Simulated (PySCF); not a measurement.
# ¹⁵N chemical shifts

[PySCF: GFN2-xTB geometry; shielding tensors at PBE0/pcSseg-1 (GIAO); in vacuum; fast rotation and ring inversion assumed for equivalent nuclei; one computed conformer; non-relativistic]

Shieldings were converted by a linear fit to measured shifts: ¹⁵N (scatter 6.3 ppm rms vs CH3NO2, solution or neat liquid). Occasional misses reach two or three times the rms, and more in compound classes unlike the fitted ones.

**Question.** Give the ¹⁵N shifts of `CSc1nn([SiH3])nc1C`, `CC(C)N([SiH3])[SiH2]C[SiH3]`.

**Answer.** 
```json
{"compound": "[CH3:1][S:2][c:3]1[n:4][n:5]([SiH3:6])[n:7][c:8]1[CH3:9]", "environment": "N7: pyridine-type nitrogen of an azole", "δ (ppm)": "-46.9"}
{"compound": "[CH3:1][S:2][c:3]1[n:4][n:5]([SiH3:6])[n:7][c:8]1[CH3:9]", "environment": "N4: pyridine-type nitrogen of an azole", "δ (ppm)": "-57.5"}
{"compound": "[CH3:1][S:2][c:3]1[n:4][n:5]([SiH3:6])[n:7][c:8]1[CH3:9]", "environment": "N5: pyrrole-type ring nitrogen", "δ (ppm)": "-157.2"}
{"compound": "CC(C)N([SiH3])[SiH2]C[SiH3]", "environment": "nitrogen bonded to C, 2 Si", "δ (ppm)": "-370.8"}
```

**Question.** Match the shifts -292.4, -334.4, -374.8 ppm to `CC(=O)C1CNC1`, `C/C=C(\C)C(N)=O`, `CC(C)(C)N=C=O`.

**Answer.** -292.4: C/C=C(\C)C(N)=O (amide-type nitrogen); -334.4: CC(C)(C)N=C=O (heterocumulene nitrogen); -374.8: CC(=O)C1CNC1 (amine nitrogen).
